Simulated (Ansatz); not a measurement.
Species: CH5AlO2, charge 0, multiplicity 1. 
Geometry from a B3LYP-D3(BJ)/def2-TZVP (Ansatz, a quantum-chemistry and plane-wave program) optimisation:
```
Al
O 1 1.7016
H 2 0.9570 1 126.19
O 1 1.7018 2 122.47 3 -0.15
H 4 0.9571 1 125.94 2 0.15
C 1 1.9373 2 118.51 3 179.79
H 6 1.0908 1 111.67 2 176.75
H 6 1.0926 7 108.28 1 122.50
H 6 1.0929 7 108.08 8 115.29
```

Parts of the frozen-core correlation energy in 6-31G (Ansatz, hartree). Frozen orbitals: 8; correlated occupied orbitals by spin: 12 and 12; virtual: 30 and 30. Spin-orbit coupling is left out. No relativistic terms.

```csv
term,value
reference (HF),-432.43507
MP2 opposite-spin,?
MP2 same-spin,?
CCSD correlation,-0.39566
(T),?
T1 diagnostic,0.014
largest doubles amplitude,0.034
```

Fill in the missing entries.


- MP2 opposite-spin, value: -0.28436
- MP2 same-spin, value: -0.08966
- (T), value: -0.00654
